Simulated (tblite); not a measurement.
Species: C₅H₅O₂Si (doublet state).
SMILES with atom numbers: `[CH:1]#[C:2][Si@@:3]1([O:4])[O:5][CH:6]=[C:7]1[CH3:8]` (hydrogens: H9 on C1; H10 on C6; H11, H12, H13 on C8)

Structure optimised with GFN2-xTB, isolated species. This method treats the open shell by occupation alone, without spin polarisation.

Question: What internal coordinates does the optimisation give?

Answer: 
```
                  bond  length (bohr)   order
                 C1≡C2          2.271  triple
                C2–Si3          3.491  single
                Si3–O4          2.856  single
                Si3–O5          3.189  single
                 O5–C6          2.572  single
                 C6=C7          2.469  double
                 C7–C8          2.744  single
                Si3–C7          4.207  single
                 C1–H9          1.988  single
                C6–H10          2.047  single
C8–H11, C8–H12, C8–H13          2.063  single
```

Bonds in one row agree within 0.02 bohr and their mean is given. Orders are formal, as drawn. A selection of angles:
```
     angle  degrees
  C2–C1–H9    179.1
 C1–C2–Si3    179.2
 C2–Si3–O4    129.9
 C2–Si3–O5    106.1
 C2–Si3–C7     93.4
 O4–Si3–O5    122.6
 O4–Si3–C7    113.6
 O5–Si3–C7     68.3
 Si3–O5–C6     99.4
  O5–C6–C7    114.3
 O5–C6–H10    115.9
 C7–C6–H10    129.8
  C6–C7–C8    148.2
 Si3–C7–C6     78.0
 Si3–C7–C8    133.8
 C7–C8–H11    110.4
 C7–C8–H13    111.2
H11–C8–H12    107.6
H11–C8–H13    109.7
```

Torsions: C2–Si3–O5–C6 87° (synclinal); Si3–O5–C6–C7 1° (synperiplanar); O5–C6–C7–C8 176° (antiperiplanar); C2–Si3–C7–C6 -106° (anticlinal).

C6 (carbon bonded to C, O and H) is planar (angles 129.8°, 115.9° and 114.3°, sum 360.0°, 0.01 Å off the plane of its three neighbours). The 2 O–Si bonds span 1.512 Å (Si3–O4, drawn single) to 1.687 Å (Si3–O5, drawn single), a spread of 0.175 Å. The 3 C–C bonds span 1.202 Å (C1≡C2, drawn triple) to 1.452 Å (C7–C8, drawn single), a spread of 0.250 Å. The 4-membered ring Si3–O5–C6–C7 has internal angles of 68.3° to 114.3° (sum 360°, against 360° for a flat polygon); it is planar, 0.00 Å rms from its mean plane, widest ring torsion 1°. C7 (carbon bonded to 2 C and Si) is planar (angles 148.2°, 133.8° and 78.0°, sum 359.9°, 0.02 Å off the plane of its three neighbours). The C–Si distances run from 1.847 Å (C2–Si3, drawn single) to 2.226 Å (Si3–C7, drawn single), a spread of 0.379 Å. Si3 (silicon bonded to 2 C and 2 O) has angles from 68.3° to 129.9°.

Point group: C1 (no symmetry element, even within 0.4 Å). GFN2-xTB frequencies show an imaginary mode (90i cm⁻¹), so the point is no minimum at that level.

These are computed values.
